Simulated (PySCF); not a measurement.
# TDDFT excited states: C4H3ClF2Si

Species: C₄H₃ClF₂Si.
InChI=1S/C4H3ClF2Si/c5-8(7)3-1-2-4(8)6/h1-3H/t8-/m1/s1

Level of theory: PySCF, TDDFT CAM-B3LYP/def2-SVPD, vertical, gas phase, core orbitals frozen in the response. Geometry: PBE0-D3(BJ)/def2-SVP; no solvent, vibrations or thermal averaging.

What does the calculation give for the low-lying excited states?

```csv
state,E (eV),ν̃ (cm⁻¹),f,|μ| (D),"main configurations (H = HOMO, L = LUMO)"
S1,3.98,32100,0.041,1.64,H→L (98%)
S2,5.30,42790,0.0007,0.18,H-1→L (92%)
S3,6.42,51740,0.0011,0.21,"H→L+1 (80%), H→L+2 (9%)"
S4,6.69,53930,0.062,1.57,"H-2→L (63%), H-5→L (26%)"
S5,6.93,55880,0.0013,0.22,H→L+2 (85%)
S6,6.95,56080,0.016,0.78,"H-5→L (42%), H→L+4 (17%), H-3→L (14%)"
```

The lowest singlet lies at 3.98 eV (312 nm, ultraviolet) and is of moderate strength; its leading configuration is HOMO→LUMO (98%). The strongest level in the table is S4 at 6.69 eV (185 nm, f = 0.062). Löwdin shares by element: HOMO carbon 82% (atoms not listed hold the other 18%); LUMO carbon 72% (atoms not listed hold the other 29%). The oscillator strengths of these states sum to 0.122; summed over the whole spectrum of an exact calculation they would give the number of electrons, 76 (Thomas–Reiche–Kuhn). Of the 6 states listed, 3 reach f = 0.01 and none stays under 0.0005. The listed states span 2.97 eV, and the widest gap between neighbours is 1.32 eV (S1 to S2). The window holds the lowest 6 singlets.

The run took about 50 s of CPU time (one thread, shared machine).
